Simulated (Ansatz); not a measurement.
Harmonic frequencies (cm⁻¹) at PBE0-D4/def2-TZVP from Ansatz: 65, 94, 94, 175, 175, 205, 243, 243, 370, 383, 383, 428, 463, 463, 596, 605, 605, 654, 756, 756, 762, 1088, 1088, 1385, 1438, 1464, 1464, 1532, 1532, 1536, 3000, 3067, 3067, 3568, 3568, 3571, 3676, 3677, 3677.

Each molecule was computed in one conformer, which needn't be the lowest.

(1) Which molecule is it?
A. `[NH]=[V]([NH2])([NH2])[Cl]`
B. `[NH]=[V]([NH2])([OH])[OH]`
C. `C[N]=[V]([NH2])([NH2])[NH2]`
D. `[NH]=[V]([NH2])([NH2])[NH2]`

Answers

(1) C.
